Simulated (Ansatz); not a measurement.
`FC(F)=[CH][AlH2]` + `CNC` → `C[N](C)[AlH2]` + `C=C(F)F` at 700 K and 1 bar (ligand exchange at the Al–C bond).

Computed with Ansatz on PBE0-D4/def2-TZVP structures; ΔE is electronic, products minus reactants. CBS: MP2 limit from def2 TZ/QZ plus the TZ coupled-cluster correction, frozen cores. This one scheme is used for every species.

```
           species  CCSD(T)/CBS energy (Eh)  H − E (kJ/mol)  S (J/(mol·K))
`FC(F)=[CH][AlH2]`               -519.46323           173.3          426.7
             `CNC`               -135.00321           296.9          352.4
   `C[N](C)[AlH2]`               -377.63984           327.6          429.0
         `C=C(F)F`               -276.85281           140.8          329.7
```

H − E and S are ideal-gas, rigid-rotor, harmonic terms from PBE0-D4/def2-TZVP. 1 Eh = 2625.50 kJ/mol, R = 8.31446 J/(mol·K).

**Question.** By hand: ΔE, ΔH, ΔS and ΔG.

**Answer.** ΔE = (-377.63984) + (-276.85281) − (-519.46323) − (-135.00321) = -0.02621 Eh = -68.8 kJ/mol. Δ(H − E) = 327.6 + 140.8 − 173.3 − 296.9 = -1.8, so ΔH = -70.6 kJ/mol. ΔS = 429.0 + 329.7 − 426.7 − 352.4 = -20.4 J/(mol·K). ΔG = -70.6 − 700 × (-20.4)/1000 = -56.3 kJ/mol.

**Question.** By hand: the equilibrium constant, and the temperature at which ΔG would vanish if ΔH and ΔS stayed fixed.

**Answer.** log₁₀ K = −ΔG/(RT ln 10) = 4.2. ΔG = 0 at ΔH/ΔS = 3461 K, far beyond where these terms or the molecules hold.

ΔH outweighs TΔS. A doubt of 5 kJ/mol in ΔE shifts log₁₀ K by 0.4 here. These are equilibria of isolated gas molecules and say nothing of rates. Largest T1 diagnostic: 0.012 (customary marks: 0.02 for closed shells, 0.045 for open ones).
